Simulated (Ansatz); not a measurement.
A nudged elastic band was laid between two geometries of C$_{2}$H$_{8}$O$_{2}$Si$_{2}$ (14 atoms, charge 0, multiplicity 1).

Computed with Ansatz 0.2.0, RHF/def2-SVP.

- movable images: 5
- climbing image: yes
- spring: 0.5 eV/Å²
- optimiser: quadratic models (default)
- start path: IDPP
- force threshold: 0.05 eV/Å
- iteration limit: 60
- end points: relaxed

Initial state:

```xyz
14
Properties=species:S:1:pos:R:3
C -1.327 1.873 0.753
O -1.198 0.505 1.024
Si -0.860 -0.708 -0.026
Si 0.985 -1.944 0.404
C 0.793 -0.571 -0.960
O 1.501 0.634 -0.940
H -2.208 2.072 0.137
H -1.445 2.400 1.698
H -0.444 2.256 0.242
H -2.037 -1.118 -0.815
H 1.802 -1.554 1.571
H 1.279 -3.316 -0.059
H 0.721 -1.022 -1.958
H 2.424 0.465 -1.042
```

Final state:

```xyz
14
Properties=species:S:1:pos:R:3
C -1.500 1.846 0.426
O -1.443 0.466 0.659
Si -0.809 -0.697 -0.308
Si 0.837 -1.970 0.577
C 1.042 -0.531 -0.714
O 1.708 0.665 -0.431
H -1.898 2.328 1.318
H -0.509 2.249 0.218
H -2.161 2.078 -0.413
H -1.705 -1.056 -1.424
H 1.278 -1.646 1.949
H 1.259 -3.322 0.152
H 1.266 -0.932 -1.711
H 2.622 0.493 -0.269
```

Task: Which bonds break or form, and what moves?

Result: No bond is made or broken. The dihedral H9–C1–O2–Si3 goes from -54 to 67°. The two ends are copies of one structure, up to a mirror image or an exchange of like atoms.

Task: What energy profile does the band end with?

Result: It converged. The highest image is number 3 of 0 to 6, 0.021 eV above the ends, which have the same energy within 2 meV. Another band between the same ends (5 images) ends at a top of the same energy, where a vibrational analysis finds 1 clearly imaginary mode.

```tsv
image	path coordinate (Å)	energy (eV)	dihedral H9–C1–O2–Si3 (°)
0	0.00	0.000	-54
1	0.58	0.005	-35
2	1.16	0.016	-15
3	1.74	0.021	7
4	2.34	0.016	28
5	2.94	0.006	47
6	3.54	0.000	67
```

Task: What is the geometry of the highest image?

Result: 
```xyz
14
Properties=species:S:1:pos:R:3
C -1.449 1.861 0.463
O -1.437 0.476 0.674
Si -0.837 -0.706 -0.288
Si 0.832 -1.973 0.565
C 1.001 -0.545 -0.746
O 1.662 0.658 -0.484
H -2.465 2.233 0.586
H -0.806 2.350 1.195
H -1.092 2.126 -0.533
H -1.766 -1.085 -1.369
H 1.318 -1.639 1.919
H 1.237 -3.328 0.135
H 1.207 -0.953 -1.743
H 2.582 0.494 -0.345
```

Time of the run: 52 s on 2 threads of Arm Neoverse V2, on a shared host, peak memory 0.31 GiB.
